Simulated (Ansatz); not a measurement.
`FC(Cl)Br` + H₂ → `ClCBr` + H–F at 700 K and 1 bar (hydrogenolysis of a C–F bond).

Gas-phase electronic energies from Ansatz, PBE0-D4/def2-TZVP geometries. CCSD(T)/CBS adds triple-zeta CCSD(T) − MP2 to the extrapolated MP2 energy (def2 sets, frozen cores). This one scheme is used for every species. For Br outer-core shells are correlated without core-valence functions, which leaves a few kJ/mol of doubt a bond. Scalar relativity is left out up to krypton.

```csv
species,CCSD(T)/CBS energy (Eh),H − E (kJ/mol),S (J/(mol·K))
`FC(Cl)Br`,-3171.52249,100.0,368.8
H₂,-1.17544,46.8,155.3
`ClCBr`,-3072.34323,114.8,342.7
H–F,-100.39570,45.2,198.5
```

H − E and S are ideal-gas, rigid-rotor, harmonic terms from PBE0-D4/def2-TZVP, for one conformer and one mirror image of each species. The MP2-based limit puts H₂ 0.8 mEh under its directly extrapolated value; such offsets cancel only in part. 1 Eh = 2625.50 kJ/mol, R = 8.31446 J/(mol·K).

Q: By hand: ΔE, ΔH, ΔS and ΔG.

A: ΔE = (-3072.34323) + (-100.39570) − (-3171.52249) − (-1.17544) = -0.04100 Eh = -107.6 kJ/mol. Δ(H − E) = 114.8 + 45.2 − 100.0 − 46.8 = 13.2, so ΔH = -94.4 kJ/mol. ΔS = 342.7 + 198.5 − 368.8 − 155.3 = 17.1 J/(mol·K). ΔG = -94.4 − 700 × (17.1)/1000 = -106.4 kJ/mol.

Q: By hand: the equilibrium constant, and the temperature at which ΔG would vanish if ΔH and ΔS stayed fixed.

A: log₁₀ K = −ΔG/(RT ln 10) = 7.9. ΔH and −TΔS have one sign here, so there is no such temperature.

ΔH outweighs TΔS. A doubt of 5 kJ/mol in ΔE shifts log₁₀ K by 0.4 here. Other conformers and mirror images would add mixing entropy, several J/(mol·K) or more a flexible species. These are equilibria of isolated gas molecules and say nothing of rates. Largest T1 diagnostic: 0.009 (customary marks: 0.02 for closed shells, 0.045 for open ones).
